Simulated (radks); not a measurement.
Coulomb parameter of the 4f shell of neutral promethium in the model configuration [Xe] 4f3.5 6s2 6p1.5, as a second difference U = [E(n + 0.25) + E(n - 0.25) - 2 E(n)] / (0.25)^2 with all orbitals relaxed. "Bare": the charge of the atom changes with n. "Screened": the 6p shell takes up the change at fixed total charge, which measures U(4f,4f) + U(6p,6p) - 2 U(4f,6p). Method: scalar-relativistic Kohn-Sham, PBEsol, spin-unpolarised, spherical densities, finite nucleus; Fermi nuclear charge, rms radius 4.962 fm; computed with a radial shooting solver on a logarithmic mesh with Libxc functionals.

case                     configuration  E - E(n) (eV)
start             [Xe] 4f3.5 6s2 6p1.5          0.000
bare +0.25       [Xe] 4f3.75 6s2 6p1.5         -3.443
bare -0.25       [Xe] 4f3.25 6s2 6p1.5          4.380
screened +0.25  [Xe] 4f3.75 6s2 6p1.25         -2.962
screened -0.25  [Xe] 4f3.25 6s2 6p1.75          3.538

U(bare) = 14.980 eV, U(screened by 6p) = 9.218 eV, against the Slater integral F0(4f,4f) = 27.668 eV with frozen orbitals. The step up makes a negative ion, whose loosely bound charge lowers the bare value.
